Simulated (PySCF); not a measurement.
C3F6, triplet, at a GFN2-xTB geometry (a higher spin typed on purpose: for a closed-shell molecule this is an excited state); R2SCAN/6-31G* (PySCF).

Input for PySCF:
```python
from pyscf import gto, scf, dft

mol = gto.Mole()
mol.atom = '''
    F     2.241806   -0.015048   -0.672254
    C     1.482565    0.212104    0.400842
    F     1.636662    1.474212    0.803833
    C     0.180451   -0.406710    0.491762
    F    -0.019770   -1.379044    1.381178
    C    -1.033028   -0.073828   -0.351571
    F    -2.075112    0.305645    0.398348
    F    -0.759590    0.916729   -1.196514
    F    -1.443988   -1.123538   -1.075279
'''
mol.basis = '6-31g*'
mol.charge = 0
mol.spin = 2
mol.verbose = 4
mol.build()

mf = dft.UKS(mol)
mf.xc = 'r2scan'
mf.kernel()
mf.analyze()
```

Task: Write the output that PySCF gives for this input, abridged.

Result: 
```
PySCF version 2.14.0

[INPUT] verbose = 4
[INPUT] num. atoms = 9
[INPUT] num. electrons = 72
[INPUT] charge = 0
[INPUT] spin (= nelec alpha-beta = 2S) = 2
[INPUT] symmetry False subgroup None
[INPUT] Mole.unit = angstrom
[INPUT] Symbol           X                Y                Z      unit          X                Y                Z       unit  Magmom
[...]
nuclear repulsion = 504.476279021746
number of shells = 54
number of NR pGTOs = 243
number of NR cGTOs = 126
basis = 6-31g*
ecp = {}

******** <class 'pyscf.dft.uks.UKS'> ********
method = UKS
initial guess = minao
damping factor = 0
level_shift factor = 0
DIIS = <class 'pyscf.scf.diis.CDIIS'>
diis_start_cycle = 1
diis_space = 8
diis_damp = 0
SCF conv_tol = 1e-09
SCF conv_tol_grad = None
SCF max_cycles = 50
direct_scf = True
direct_scf_tol = 1e-13
number electrons alpha = 37  beta = 35
XC library pyscf.dft.libxc version 7.1.2
    S. Lehtola, C. Steigemann, M. J. T. Oliveira, and M. A. L. Marques,  SoftwareX 7, 1–5 (2018)
XC functionals = r2scan
    J. W. Furness, A. D. Kaplan, J. Ning, J. P. Perdew, and J. Sun,  J. Phys. Chem. Lett. 11, 8208–8215 (2020)
    J. W. Furness, A. D. Kaplan, J. Ning, J. P. Perdew, and J. Sun,  J. Phys. Chem. Lett. 11, 9248–9248 (2020)
    J. W. Furness, A. D. Kaplan, J. Ning, J. P. Perdew, and J. Sun,  J. Phys. Chem. Lett. 11, 8208–8215 (2020)
    J. W. Furness, A. D. Kaplan, J. Ning, J. P. Perdew, and J. Sun,  J. Phys. Chem. Lett. 11, 9248–9248 (2020)
radial grids:
    Treutler-Ahlrichs [JCP 102, 346 (1995); DOI:10.1063/1.469408] (M4) radial grids

becke partition: Becke, JCP 88, 2547 (1988); DOI:10.1063/1.454033
pruning grids: <function nwchem_prune>
grids dens level: 3
symmetrized grids: False
atomic radii adjust function: <function treutler_atomic_radii_adjust>
small_rho_cutoff = 0
Set gradient conv threshold to 3.16228e-05
tot grids = 127928
init E= -714.22466630446

cycle= 1 E= -712.697159052934  delta_E= 1.53  |g|= 0.825  |ddm|= 2.37
cycle= 2 E= -712.050042158262  delta_E= 0.647  |g|= 1.63  |ddm|= 1.56
cycle= 3 E= -712.91968131919  delta_E= -0.87  |g|= 0.118  |ddm|= 1.11
cycle= 4 E= -712.923249294092  delta_E= -0.00357  |g|= 0.0747  |ddm|= 0.135
cycle= 5 E= -712.925139403232  delta_E= -0.00189  |g|= 0.0154  |ddm|= 0.0545
cycle= 6 E= -712.925227949679  delta_E= -8.85e-05  |g|= 0.00563  |ddm|= 0.0196
cycle= 7 E= -712.925241043163  delta_E= -1.31e-05  |g|= 0.00219  |ddm|= 0.00688
cycle= 8 E= -712.925242680588  delta_E= -1.64e-06  |g|= 0.00105  |ddm|= 0.00215
cycle= 9 E= -712.92524310143  delta_E= -4.21e-07  |g|= 0.000228  |ddm|= 0.000984
cycle= 10 E= -712.925243128212  delta_E= -2.68e-08  |g|= 6.44e-05  |ddm|= 0.000274
cycle= 11 E= -712.92524313094  delta_E= -2.73e-09  |g|= 2.62e-05  |ddm|= 9.36e-05
cycle= 12 E= -712.925243131103  delta_E= -1.63e-10  |g|= 1.76e-05  |ddm|= 3.35e-05
Extra cycle  E= -712.925243130899  delta_E= 2.04e-10  |g|= 3.06e-05  |ddm|= 3.11e-05
converged SCF energy = -712.925243130899  <S^2> = 2.00748  2S+1 = 3.0049825
**** SCF Summaries ****
Total Energy =                        -712.925243130898934
Nuclear Repulsion Energy =             504.476279021745768
One-electron Energy =                -1992.898120022962075
Two-electron Energy =                  775.496597870317373
Two-electron Coulomb Energy =          854.310711092918154
DFT Exchange-Correlation Energy =      -78.814113222600724
**** MO energy ****
                             alpha | beta                alpha | beta
[...]
To work with the spin densities directly, `use mulliken_meta_spin()` only printing them here.

 ** Mulliken spin pop alpha/beta on meta-lowdin orthogonal AOs **
 ** Mulliken Spin Density (per AO)  **
spin_pop of  0 F 1s       -0.00000
spin_pop of  0 F 2s        0.00467
spin_pop of  0 F 3s        0.00031
spin_pop of  0 F 2px       0.03928
spin_pop of  0 F 2py       0.02091
spin_pop of  0 F 2pz       0.04632
spin_pop of  0 F 3px       0.00032
spin_pop of  0 F 3py       0.00024
spin_pop of  0 F 3pz       0.00050
[...]
spin_pop of  3 C 2px       0.05987
spin_pop of  3 C 2py       0.35841
spin_pop of  3 C 2pz       0.34819
spin_pop of  3 C 3px       0.00013
spin_pop of  3 C 3py       0.00018
spin_pop of  3 C 3pz       0.00041
spin_pop of  3 C 3dxy      0.00004
spin_pop of  3 C 3dyz     -0.00039
spin_pop of  3 C 3dz^2     0.00016
spin_pop of  3 C 3dxz      0.00040
spin_pop of  3 C 3dx2-y2    0.00025
spin_pop of  4 F 1s       -0.00000
spin_pop of  4 F 2s        0.00544
spin_pop of  4 F 3s        0.00031
spin_pop of  4 F 2px       0.01099
spin_pop of  4 F 2py       0.05635
spin_pop of  4 F 2pz       0.05464
spin_pop of  4 F 3px       0.00020
spin_pop of  4 F 3py       0.00051
spin_pop of  4 F 3pz       0.00053
spin_pop of  4 F 3dxy     -0.00002
spin_pop of  4 F 3dyz     -0.00000
spin_pop of  4 F 3dz^2    -0.00018
spin_pop of  4 F 3dxz     -0.00003
spin_pop of  4 F 3dx2-y2   -0.00006
spin_pop of  5 C 1s        0.00000
spin_pop of  5 C 2s        0.00027
spin_pop of  5 C 3s        0.00021
spin_pop of  5 C 2px      -0.00558
spin_pop of  5 C 2py       0.00705
spin_pop of  5 C 2pz       0.00754
spin_pop of  5 C 3px      -0.00026
spin_pop of  5 C 3py       0.00003
spin_pop of  5 C 3pz      -0.00004
spin_pop of  5 C 3dxy      0.00032
spin_pop of  5 C 3dyz      0.00010
spin_pop of  5 C 3dz^2     0.00015
spin_pop of  5 C 3dxz      0.00013
spin_pop of  5 C 3dx2-y2   -0.00006
spin_pop of  6 F 1s       -0.00000
spin_pop of  6 F 2s        0.00145
spin_pop of  6 F 3s        0.00006
spin_pop of  6 F 2px       0.02321
spin_pop of  6 F 2py       0.00122
spin_pop of  6 F 2pz       0.00042
spin_pop of  6 F 3px       0.00002
spin_pop of  6 F 3py       0.00000
spin_pop of  6 F 3pz      -0.00002
spin_pop of  6 F 3dxy      0.00001
spin_pop of  6 F 3dyz      0.00000
spin_pop of  6 F 3dz^2    -0.00001
spin_pop of  6 F 3dxz      0.00003
spin_pop of  6 F 3dx2-y2   -0.00001
spin_pop of  7 F 1s       -0.00000
spin_pop of  7 F 2s        0.00010
spin_pop of  7 F 3s        0.00003
spin_pop of  7 F 2px      -0.00084
spin_pop of  7 F 2py       0.00147
spin_pop of  7 F 2pz       0.00110
spin_pop of  7 F 3px       0.00003
spin_pop of  7 F 3py      -0.00000
spin_pop of  7 F 3pz       0.00001
spin_pop of  7 F 3dxy      0.00001
spin_pop of  7 F 3dyz      0.00001
spin_pop of  7 F 3dz^2    -0.00000
spin_pop of  7 F 3dxz      0.00001
spin_pop of  7 F 3dx2-y2   -0.00001
spin_pop of  8 F 1s       -0.00000
spin_pop of  8 F 2s        0.00151
spin_pop of  8 F 3s        0.00006
spin_pop of  8 F 2px       0.01776
spin_pop of  8 F 2py       0.00082
spin_pop of  8 F 2pz       0.00715
spin_pop of  8 F 3px      -0.00002
spin_pop of  8 F 3py       0.00000
spin_pop of  8 F 3pz       0.00002
spin_pop of  8 F 3dxy      0.00000
spin_pop of  8 F 3dyz      0.00001
spin_pop of  8 F 3dz^2     0.00001
spin_pop of  8 F 3dxz     -0.00001
spin_pop of  8 F 3dx2-y2    0.00002
 ** Mulliken Spin Density (per atom)  **
spin density of  0 F =      0.11231
spin density of  1 C =      0.77342
spin density of  2 F =      0.11194
spin density of  3 C =      0.80818
spin density of  4 F =      0.12868
spin density of  5 C =      0.00985
spin density of  6 F =      0.02639
spin density of  7 F =      0.00191
spin density of  8 F =      0.02732
 ** Mulliken pop alpha/beta on meta-lowdin orthogonal AOs **
 ** Mulliken pop       alpha | beta **
In total            37.00000 | 35.00000
 ** Mulliken atomic charges   ( Nelec_alpha | Nelec_beta ) **
charge of  0F =     -0.20759  (     4.65995      4.54764 )
charge of  1C =      0.42094  (     3.17624      2.40282 )
charge of  2F =     -0.20732  (     4.65963      4.54769 )
charge of  3C =      0.20154  (     3.30332      2.49514 )
charge of  4F =     -0.19278  (     4.66073      4.53205 )
charge of  5C =      0.72661  (     2.64162      2.63177 )
charge of  6F =     -0.24759  (     4.63699      4.61060 )
charge of  7F =     -0.24558  (     4.62374      4.62184 )
charge of  8F =     -0.24823  (     4.63777      4.61045 )
Dipole moment(X, Y, Z, Debye):  0.34816, -0.18471,  0.34432
```
